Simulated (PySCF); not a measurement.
These are TPSSh-D3(BJ)/def2-TZVP // TPSS-D3(BJ)/def2-SVP (PySCF 2.14.0) values and carry that method's errors. Isolated molecules, 0 K electronic values unless said otherwise. 

Reference species: [Ti(Br)2(H)2] (neutral, multiplicity 1).

- charge on the central atom (Mulliken) = 0.80 e
- charge on the central atom (meta-Löwdin) = 1.04 e
- HOMO–LUMO gap = 4.49 eV
- coordination number = 4

Changed species: [Ti(Br)(H)3] (3 of 4 Br replaced by H; the reference has 2 of 4 Br replaced by H).

Q: What does the change do to the charge on the central atom (Mulliken), charge on the central atom (meta-Löwdin), HOMO–LUMO gap and coordination number?

A: the charge on the central atom (Mulliken) decreases by 0.08 e, to 0.72 e; the charge on the central atom (meta-Löwdin) hardly moves; the HOMO–LUMO gap goes up by 0.12 eV, to 4.61 eV; the coordination number hardly moves.
